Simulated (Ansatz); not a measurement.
`[AlH2][SiH2][SiH2][GaH2]` + NH₃ → `N[SiH2][GaH2]` + `[AlH2][SiH3]`  (cleavage of the Si–Si bond)

Isolated molecules relaxed with PBE0-D4/def2-TZVP in Ansatz; ΔE leaves out vibrations. CBS: MP2 limit from def2 TZ/QZ plus the TZ coupled-cluster correction, frozen cores. This one scheme is used for every species. Functionals use def2-TZVPP. For Ga outer-core shells are correlated without core-valence functions, which leaves a few kJ/mol of doubt a bond. Scalar relativity is left out up to krypton. Each species was taken in one conformer, which may not be the lowest.

`[AlH2][SiH2][SiH2][GaH2]`:

Z-matrix (Å, degrees):
```
Si
Si 1 2.355
Al 1 2.438 2 106.3
H 1 1.493 2 107.3 3 -122.3
H 1 1.493 2 107.3 3 122.4
Ga 2 2.397 1 106.5 3 -179.7
H 2 1.492 1 107.8 3 -57.7
H 2 1.492 1 107.8 3 58.1
H 3 1.588 1 120.0 2 88.4
H 3 1.588 1 119.9 2 -86.6
H 6 1.572 2 120.3 1 87.3
H 6 1.572 2 120.3 1 -87.5
```

NH₃:

Cartesian coordinates in Å:
```
N 0.003 0.000 -0.282
H 0.899 -0.274 0.102
H -0.213 0.916 0.092
H -0.688 -0.642 0.087
```

`N[SiH2][GaH2]`:

Cartesian coordinates in Å:
```
N -0.041 -0.195 -1.652
Si 0.578 0.498 -0.196
Ga -0.735 -0.275 1.672
H -0.350 -1.153 -1.650
H 0.364 0.047 -2.543
H 0.513 1.981 -0.335
H 2.023 0.199 0.088
H -1.655 -1.550 1.546
H -0.697 0.449 3.070
```

`[AlH2][SiH3]`:

Cartesian coordinates in Å:
```
Al 0.683 0.777 -0.955
Si -0.528 -0.565 0.709
H -0.006 2.000 -1.697
H 2.192 0.418 -1.303
H -0.573 -1.998 0.295
H 0.166 -0.518 2.029
H -1.932 -0.115 0.923
```

CCSD(T)/CBS gives -1.9 kcal/mol.

Another level gave -1.4 kcal/mol. Which?
A. PBE/def2-TZVPP
B. MP2/def2-TZVPP
C. PBE-QIDH/def2-TZVPP
D. CAM-B3LYP-D4/def2-TZVPP

C. PBE-QIDH -1.4, MP2/def2-TZVPP -2.6, CAM-B3LYP-D4 -4.9, PBE 1.4 kcal/mol.

Largest T1 diagnostic among the species: 0.014.

The D4 term adds +1.7 kcal/mol with B3LYP and +1.0 kcal/mol with PBE0; it sums over pairs of atoms, weighted by their polarisabilities, and B3LYP, whose exchange is more repulsive, gets the larger term. From r2SCAN to r2SCAN0 (25 % exact exchange), in def2-TZVPP and without D4, ΔE moves by −0.9 kcal/mol. Leaving LDA and LC-ωPBE aside and taking each functional with its dispersion term where it has one, the values, not all of them listed here, spread over 7.3 kcal/mol, from CAM-B3LYP-D4 to PBE-D4.

B3LYP here is the variant with VWN-RPA as its local correlation; programs differ in this.
